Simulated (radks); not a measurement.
Problem. Dipole-allowed excitations along the series with 18 electrons in [Ar]. All-electron calculation, non-relativistic Kohn-Sham, LDA (Slater exchange, Perdew-Wang correlation), spin-unpolarised, spherical densities, point nucleus. Program: a radial shooting solver on a logarithmic mesh with Libxc functionals. Time-dependent linear response with the Hartree and adiabatic LDA kernel, continuum included through the Sternheimer equations. Lines are the poles of the dipole polarisability below minus the highest occupied eigenvalue, found on a grid refined at the orbital gaps; the lowest seven at most are given, and weak or close lines can be missed. The first line takes the name of the lowest orbital gap if no other gap lies below it; otherwise a line is named after a gap within 0.6 % of it, if that gap stands alone.

species  -e(HOMO) (eV)  lowest orbital gap (eV)  first line (eV)      f  strongest line (eV)  its f  static alpha (bohr^3)
Ca2+            43.119             3p-3d 26.883   28.882 (3p-4s)  0.498  33.439 (unassigned)   3.14                  3.351
Ti4+            89.348             3p-3d 36.572   48.283 (3p-3d)   4.27            the first   4.27                  1.503
V5+             117.28             3p-3d 41.057   54.430 (3p-3d)   3.80            the first   3.80                  1.091

Estimate the first line of Sc3+, its oscillator strength and the static polarisability.

Solution. 40.013 eV (3p-4s), f = 1.32, alpha = 2.171 bohr^3.
